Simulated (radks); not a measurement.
Pm48+, configuration [Ne] 3s2 3p1 (the NIST ground configuration).

All-electron calculation, scalar-relativistic Kohn-Sham, PBE, spin-unpolarised, spherical densities, point nucleus. Program: a radial shooting solver on a logarithmic mesh with Libxc functionals.

Energy parts (Ry):
total: -15437.7211
kinetic: 16718.5264
electron-nucleus: -33538.1424
Hartree: 1617.8075
exchange-correlation: -235.9126

Orbitals (lengths in bohr, moments of r in powers of bohr; <r^-3> diverges for s and p1/2; r(max) is where P^2 peaks):
orbital  occ.  eigenvalue (Ry)      <r>   r(max)  <r^-3>
1s          2        -3557.405  0.02316  0.01479       -
2s          2        -773.2047  0.09749  0.08317       -
2p          6        -718.0999  0.08556  0.06699    9880
3s          2        -311.9952   0.2347   0.2230       -
3p          1        -295.2209   0.2278   0.2151    2635

The highest occupied level is 3p at -4016.7 eV. For comparison, the ionisation energy in NIST's Atomic Spectra Database is 4166 eV (theoretical). In exact Kohn-Sham theory the highest level is minus the ionisation energy, but local and semilocal functionals leave it too shallow, through self-interaction and a potential that decays too fast; potentials with the right tail come closer.

Beside tabulated values, note that spin-unpolarised runs miss the spin-polarisation part of the exchange energy of open shells.
